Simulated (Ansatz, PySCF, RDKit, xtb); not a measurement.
Pair of molecules: CH4O (SMILES CO) (first 6 atoms) with CH4S (SMILES CS); geometry from B3LYP-D3(BJ)/def2-TZVP, rigid monomers moved along the line of their centres of mass till O2···H12 is 2.09 Å.
(charge 0, multiplicity 1):
```xyz
12

C     -0.2896    -0.5451     0.0904
O     -0.1998     0.7684     0.6352
H     -1.2677    -0.7301    -0.3651
H     -0.1510    -1.2349     0.9213
H      0.4924    -0.7335    -0.6519
H     -0.2780     1.4103    -0.0770
C     -1.2401     0.0580     3.6937
S      0.5418    -0.3013     3.5574
H     -1.7570    -0.1941     2.7707
H     -1.6240    -0.5629     4.5014
H     -1.4111     1.1042     3.9384
H      0.7544     0.4544     2.4667
```

Interaction energies are E(AB) − E(A) − E(B) at the monomers' geometry in the complex; basis-set methods are counterpoise corrected. Rows marked so take none.

Rows in 3-21G carry no dispersion term and start afresh at each structure.

The values were computed with Ansatz (Gaussian orbitals); PySCF for 3-21G rows, the dispersion terms; RDKit for the force fields; xtb for the GFN methods. 

Task: One of these levels gives -309.1 meV for the interaction energy. Name it.
(A) GFN-FF
(B) r2SCAN-D4/def2-TZVPPD
(C) B3LYP/3-21G (no counterpoise)
(D) MMFF94

Result: C, B3LYP/3-21G (no counterpoise). The others give -37.2 (MMFF94), -62.2 (GFN-FF), -118.3 (r2SCAN-D4/def2-TZVPPD)

Ansatz is a program for electronic structure.
